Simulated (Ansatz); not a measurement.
Ansatz (an electronic-structure program) input (B3LYP-D3(BJ)/def2-TZVP):

Ansatz 0.2 input:
```yaml
crystal:
  periodic: [false, false, false]
  atoms:
    - {symbol: C, position_ang: [2.37670206, -0.18829342, 0.16092664]}
    - {symbol: C, position_ang: [1.05012325, -0.33861523, 0.17863957]}
    - {symbol: C, position_ang: [0.11737306, 0.67394466, -0.27970893]}
    - {symbol: C, position_ang: [-1.21880811, 0.58815622, -0.28949546]}
    - {symbol: C, position_ang: [-2.06072487, -0.56035954, 0.16512351]}
    - {symbol: H, position_ang: [3.04138884, -0.96627312, 0.51130380]}
    - {symbol: H, position_ang: [2.83644393, 0.72204222, -0.20654446]}
    - {symbol: H, position_ang: [0.63861631, -1.26826439, 0.55589908]}
    - {symbol: H, position_ang: [0.56935984, 1.58966058, -0.64971164]}
    - {symbol: H, position_ang: [-1.76985071, 1.44349385, -0.66853726]}
    - {symbol: H, position_ang: [-2.74261467, -0.24588182, 0.96087039]}
    - {symbol: H, position_ang: [-2.68713170, -0.92581334, -0.65410846]}
    - {symbol: H, position_ang: [-1.47420414, -1.39796017, 0.53791661]}
basis:
  gaussian:
    orbitals: def2-TZVP
hamiltonian:
  xc: b3lyp
  dispersion: d3bj
phonons: {temperatures: {t_min: 298.15, t_max: 298.15, t_step: 100}}
```

Output:

```
Functional definition: B3LYP
integrals: 0.11 GiB planned
1252 factors; their error is unknown
mean field: 1.05 GiB planned
mean field evaluation 1: about -5304.7684 eV, gradient 7.0e1 eV
mean field evaluation 2: about -5299.8133 eV, gradient 8.1e1 eV
mean field evaluation 4: about -5316.6990 eV, gradient 7.7e0 eV
mean field evaluation 8: about -5316.8360 eV, gradient 2.0e-1 eV
mean field evaluation 16: about -5316.8098 eV, gradient 5.0e-4 eV
mean field -5316.80984738 eV, -195.3891580281 hartree, gradient 2.3e-5 eV, S^2 0.000000; 0 other end points of the search recorded, 0 dependent functions left out
the calculation of the forces begins
reference -5316.81012858 eV, -195.3891683620 hartree; 19, 19 occupied and 184, 184 virtual orbitals, 1252 factors
these checks for a lower state are left out or cut short: stability, starts, cluster_reference, orbital_swaps, neighbouring_geometries, increment
integrals: 0.11 GiB planned
1252 factors; their error is unknown
mean field: 1.05 GiB planned
mean field -5316.80964123 eV, -195.3891504520 hartree, gradient 3.9e-6 eV, S^2 0.000000; 0 other end points of the search recorded, 0 dependent functions left out
the calculation of the forces begins
reference -5316.80992243 eV, -195.3891607862 hartree; 19, 19 occupied and 184, 184 virtual orbitals, 1252 factors
these checks for a lower state are left out or cut short: stability, starts, cluster_reference, orbital_swaps, neighbouring_geometries, increment
integrals: 0.11 GiB planned
1252 factors; their error is unknown
mean field: 1.05 GiB planned
mean field evaluation 32: about -5316.8091 eV, gradient 6.0e-1 eV
mean field -5316.80966325 eV, -195.3891512616 hartree, gradient 4.0e-6 eV, S^2 0.000000; 0 other end points of the search recorded, 0 dependent functions left out
the calculation of the forces begins
reference -5316.80994445 eV, -195.3891615952 hartree; 19, 19 occupied and 184, 184 virtual orbitals, 1252 factors
these checks for a lower state are left out or cut short: stability, starts, cluster_reference, orbital_swaps, neighbouring_geometries, increment
integrals: 0.11 GiB planned
1252 factors; their error is unknown
mean field: 1.05 GiB planned
mean field -5316.80974462 eV, -195.3891542518 hartree, gradient 4.0e-6 eV, S^2 0.000000; 0 other end points of the search recorded, 0 dependent functions left out
the calculation of the forces begins
reference -5316.81002577 eV, -195.3891645839 hartree; 19, 19 occupied and 184, 184 virtual orbitals, 1252 factors
these checks for a lower state are left out or cut short: stability, starts, cluster_reference, orbital_swaps, neighbouring_geometries, increment
integrals: 0.11 GiB planned
1252 factors; their error is unknown
mean field: 1.05 GiB planned
mean field -5316.80966816 eV, -195.3891514417 hartree, gradient 4.0e-6 eV, S^2 0.000000; 0 other end points of the search recorded, 0 dependent functions left out
the calculation of the forces begins
reference -5316.80994941 eV, -195.3891617775 hartree; 19, 19 occupied and 184, 184 virtual orbitals, 1252 factors
these checks for a lower state are left out or cut short: stability, starts, cluster_reference, orbital_swaps, neighbouring_geometries, increment
integrals: 0.11 GiB planned
1252 factors; their error is unknown
mean field: 1.05 GiB planned
mean field -5316.80964919 eV, -195.3891507446 hartree, gradient 4.0e-6 eV, S^2 0.000000; 0 other end points of the search recorded, 0 dependent functions left out
the calculation of the forces begins
reference -5316.80993043 eV, -195.3891610801 hartree; 19, 19 occupied and 184, 184 virtual orbitals, 1252 factors
these checks for a lower state are left out or cut short: stability, starts, cluster_reference, orbital_swaps, neighbouring_geometries, increment
integrals: 0.11 GiB planned
[...]
mean field -5316.80978799 eV, -195.3891558454 hartree, gradient 4.0e-6 eV, S^2 0.000000; 0 other end points of the search recorded, 0 dependent functions left out
the calculation of the forces begins
reference -5316.81006926 eV, -195.3891661821 hartree; 19, 19 occupied and 184, 184 virtual orbitals, 1252 factors
these checks for a lower state are left out or cut short: stability, starts, cluster_reference, orbital_swaps, neighbouring_geometries, increment
integrals: 0.11 GiB planned
1252 factors; their error is unknown
mean field: 1.05 GiB planned
mean field -5316.80974013 eV, -195.3891540868 hartree, gradient 4.0e-6 eV, S^2 0.000000; 0 other end points of the search recorded, 0 dependent functions left out
the calculation of the forces begins
reference -5316.81002126 eV, -195.3891644179 hartree; 19, 19 occupied and 184, 184 virtual orbitals, 1252 factors
these checks for a lower state are left out or cut short: stability, starts, cluster_reference, orbital_swaps, neighbouring_geometries, increment
integrals: 0.11 GiB planned
1252 factors; their error is unknown
mean field: 1.05 GiB planned
mean field -5316.80981272 eV, -195.3891567543 hartree, gradient 4.0e-6 eV, S^2 0.000000; 0 other end points of the search recorded, 0 dependent functions left out
the calculation of the forces begins
reference -5316.81009389 eV, -195.3891670871 hartree; 19, 19 occupied and 184, 184 virtual orbitals, 1252 factors
these checks for a lower state are left out or cut short: stability, starts, cluster_reference, orbital_swaps, neighbouring_geometries, increment
integrals: 0.11 GiB planned
1252 factors; their error is unknown
mean field: 1.05 GiB planned
mean field evaluation 320: about -5316.8098 eV, gradient 3.0e-6 eV
mean field -5316.80983344 eV, -195.3891575158 hartree, gradient 4.0e-6 eV, S^2 0.000000; 0 other end points of the search recorded, 0 dependent functions left out
the calculation of the forces begins
reference -5316.81011467 eV, -195.3891678508 hartree; 19, 19 occupied and 184, 184 virtual orbitals, 1252 factors
these checks for a lower state are left out or cut short: stability, starts, cluster_reference, orbital_swaps, neighbouring_geometries, increment
integrals: 0.11 GiB planned
1252 factors; their error is unknown
mean field: 1.05 GiB planned
mean field -5316.80977360 eV, -195.3891553167 hartree, gradient 3.9e-6 eV, S^2 0.000000; 0 other end points of the search recorded, 0 dependent functions left out
the calculation of the forces begins
reference -5316.81005475 eV, -195.3891656487 hartree; 19, 19 occupied and 184, 184 virtual orbitals, 1252 factors
these checks for a lower state are left out or cut short: stability, starts, cluster_reference, orbital_swaps, neighbouring_geometries, increment
integrals: 0.11 GiB planned
1252 factors; their error is unknown
mean field: 1.05 GiB planned
mean field -5316.80982705 eV, -195.3891572810 hartree, gradient 4.0e-6 eV, S^2 0.000000; 0 other end points of the search recorded, 0 dependent functions left out
the calculation of the forces begins
reference -5316.81010830 eV, -195.3891676168 hartree; 19, 19 occupied and 184, 184 virtual orbitals, 1252 factors
these checks for a lower state are left out or cut short: stability, starts, cluster_reference, orbital_swaps, neighbouring_geometries, increment
integrals: 0.11 GiB planned
1252 factors; their error is unknown
mean field: 1.05 GiB planned
mean field -5316.80981823 eV, -195.3891569568 hartree, gradient 4.0e-6 eV, S^2 0.000000; 0 other end points of the search recorded, 0 dependent functions left out
the calculation of the forces begins
reference -5316.81009943 eV, -195.3891672906 hartree; 19, 19 occupied and 184, 184 virtual orbitals, 1252 factors
these checks for a lower state are left out or cut short: stability, starts, cluster_reference, orbital_swaps, neighbouring_geometries, increment
integrals: 0.11 GiB planned
1252 factors; their error is unknown
mean field: 1.05 GiB planned
mean field -5316.80983167 eV, -195.3891574508 hartree, gradient 4.0e-6 eV, S^2 0.000000; 0 other end points of the search recorded, 0 dependent functions left out
the calculation of the forces begins
reference -5316.81011287 eV, -195.3891677848 hartree; 19, 19 occupied and 184, 184 virtual orbitals, 1252 factors
these checks for a lower state are left out or cut short: stability, starts, cluster_reference, orbital_swaps, neighbouring_geometries, increment
integrals: 0.11 GiB planned
1252 factors; their error is unknown
mean field: 1.05 GiB planned
mean field evaluation 352: about -5316.8092 eV, gradient 6.0e-1 eV
mean field -5316.80980017 eV, -195.3891562932 hartree, gradient 4.0e-6 eV, S^2 0.000000; 0 other end points of the search recorded, 0 dependent functions left out
the calculation of the forces begins
reference -5316.81008142 eV, -195.3891666288 hartree; 19, 19 occupied and 184, 184 virtual orbitals, 1252 factors
these checks for a lower state are left out or cut short: stability, starts, cluster_reference, orbital_swaps, neighbouring_geometries, increment
integrals: 0.11 GiB planned
1252 factors; their error is unknown
mean field: 1.05 GiB planned
mean field -5316.80977626 eV, -195.3891554143 hartree, gradient 3.9e-6 eV, S^2 0.000000; 0 other end points of the search recorded, 0 dependent functions left out
the calculation of the forces begins
reference -5316.81005741 eV, -195.3891657464 hartree; 19, 19 occupied and 184, 184 virtual orbitals, 1252 factors
these checks for a lower state are left out or cut short: stability, starts, cluster_reference, orbital_swaps, neighbouring_geometries, increment
integrals: 0.11 GiB planned
1252 factors; their error is unknown
mean field: 1.05 GiB planned
mean field -5316.80974527 eV, -195.3891542755 hartree, gradient 3.9e-6 eV, S^2 0.000000; 0 other end points of the search recorded, 0 dependent functions left out
the calculation of the forces begins
reference -5316.81002645 eV, -195.3891646086 hartree; 19, 19 occupied and 184, 184 virtual orbitals, 1252 factors
these checks for a lower state are left out or cut short: stability, starts, cluster_reference, orbital_swaps, neighbouring_geometries, increment
integrals: 0.11 GiB planned
1252 factors; their error is unknown
mean field: 1.05 GiB planned
mean field -5316.80979454 eV, -195.3891560861 hartree, gradient 4.0e-6 eV, S^2 0.000000; 0 other end points of the search recorded, 0 dependent functions left out
the calculation of the forces begins
reference -5316.81007576 eV, -195.3891664208 hartree; 19, 19 occupied and 184, 184 virtual orbitals, 1252 factors
these checks for a lower state are left out or cut short: stability, starts, cluster_reference, orbital_swaps, neighbouring_geometries, increment
integrals: 0.11 GiB planned
1252 factors; their error is unknown
mean field: 1.05 GiB planned
mean field evaluation 384: about -5316.8098 eV, gradient 7.3e-3 eV
mean field -5316.80980205 eV, -195.3891563621 hartree, gradient 4.0e-6 eV, S^2 0.000000; 0 other end points of the search recorded, 0 dependent functions left out
the calculation of the forces begins
reference -5316.81008324 eV, -195.3891666958 hartree; 19, 19 occupied and 184, 184 virtual orbitals, 1252 factors
these checks for a lower state are left out or cut short: stability, starts, cluster_reference, orbital_swaps, neighbouring_geometries, increment
integrals: 0.11 GiB planned
1252 factors; their error is unknown
mean field: 1.05 GiB planned
mean field -5316.80983629 eV, -195.3891576205 hartree, gradient 4.0e-6 eV, S^2 0.000000; 0 other end points of the search recorded, 0 dependent functions left out
the calculation of the forces begins
reference -5316.81011750 eV, -195.3891679546 hartree; 19, 19 occupied and 184, 184 virtual orbitals, 1252 factors
Total energy: -5317.23556570 eV, -195.4048028879 hartree
Atom 0 at     2.376702    -0.188293     0.160927 Å, force    -0.000497    -0.000012    -0.000012 eV/Å
Atom 1 at     1.050123    -0.338615     0.178640 Å, force     0.000088     0.000196    -0.000079 eV/Å
Atom 2 at     0.117373     0.673945    -0.279709 Å, force    -0.000132    -0.000014     0.000001 eV/Å
Atom 3 at    -1.218808     0.588156    -0.289495 Å, force     0.000080     0.000062    -0.000023 eV/Å
Atom 4 at    -2.060725    -0.560360     0.165124 Å, force    -0.000064    -0.000009     0.000001 eV/Å
Atom 5 at     3.041389    -0.966273     0.511304 Å, force    -0.000010    -0.000105     0.000044 eV/Å
Atom 6 at     2.836444     0.722042    -0.206544 Å, force     0.000342    -0.000178     0.000087 eV/Å
Atom 7 at     0.638616    -1.268264     0.555899 Å, force    -0.000068     0.000053    -0.000024 eV/Å
Atom 8 at     0.569360     1.589661    -0.649712 Å, force    -0.000103     0.000173    -0.000076 eV/Å
Atom 9 at    -1.769851     1.443494    -0.668537 Å, force     0.000017     0.000003    -0.000001 eV/Å
Atom 10 at    -2.742615    -0.245882     0.960870 Å, force     0.000058    -0.000043     0.000136 eV/Å
Atom 11 at    -2.687132    -0.925813    -0.654108 Å, force     0.000065    -0.000126    -0.000061 eV/Å
Atom 12 at    -1.474204    -1.397960     0.537917 Å, force     0.000223    -0.000000     0.000008 eV/Å
Dipole moment:    -0.118436    -0.029525     0.008362 e Å
Vibrations: 116.47 141.28 222.84 360.47 393.01 621.14 643.95 805.34 896.45 936.02 967.18 991.55 1037.65 1062.64 1067.25 1195.30 1291.30 1328.71 1399.90 1420.39 1474.61 1481.28 1491.94 1659.83 1711.43 3021.11 3056.52 3115.30 3131.11 3138.77 3150.41 3161.52 3225.68 cm⁻¹, zero-point energy 3.082144 eV
```
